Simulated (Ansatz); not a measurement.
Br2Ga, doublet (typed; the unrestricted solution is spin-contaminated), geometry from GFN2-xTB (such geometries of metal compounds can be far from the true shape) (the spin is typed, not shown lowest); HF/STO-3G (Ansatz, a quantum-chemistry and plane-wave program).

The Ansatz input:
Ansatz 0.2 input:
```yaml
crystal:
  periodic: [false, false, false]
  atoms:
    - {symbol: Ga, position_ang: [0.74424172, 0.37193216, 0.26857298]}
    - {symbol: Br, position_ang: [-0.64309419, 1.40267683, -1.42078963]}
    - {symbol: Br, position_ang: [-0.01609134, -1.73210247, 1.18291070]}
basis:
  gaussian:
    orbitals: STO-3G
hamiltonian:
  xc: hf
magnetization: {spin_polarized: true, initial_magnetization: 1}
```

The log (banner, timings and long lists left out):

```
Functional definition: HF
532 factors; integrals over basis functions are off by at most 2.7e-5 eV
mean field evaluation 1: about -190213.5025 eV, gradient 1.6e1 eV
mean field evaluation 2: about -190213.5130 eV, gradient 1.6e1 eV
mean field evaluation 4: about -190217.5587 eV, gradient 4.1e0 eV
mean field evaluation 8: about -190218.5014 eV, gradient 2.1e-1 eV
mean field evaluation 16: about -190218.6616 eV, gradient 3.2e-2 eV
mean field evaluation 32: about -190213.5025 eV, gradient 1.6e1 eV
mean field evaluation 64: about -190218.6529 eV, gradient 9.2e-2 eV
mean field evaluation 96: about -190218.6080 eV, gradient 2.5e-2 eV
mean field evaluation 128: about -190218.1710 eV, gradient 5.4e0 eV
mean field evaluation 160: about -190214.8173 eV, gradient 1.8e0 eV
mean field evaluation 192: about -190218.6919 eV, gradient 2.8e-2 eV
mean field evaluation 224: about -190217.9829 eV, gradient 1.5e0 eV
mean field evaluation 256: about -190217.3624 eV, gradient 6.4e-2 eV
mean field -190218.69223426 eV, -6990.4080047485 hartree, gradient 6.5e-6 eV, S^2 0.999867; 12 other end points of the search recorded, 0 dependent functions left out
reference -190218.69223426 eV, -6990.4080047485 hartree; 51, 50 occupied and 3, 4 virtual orbitals, 532 factors
Total energy: -190218.69223426 eV, -6990.4080047485 hartree
```
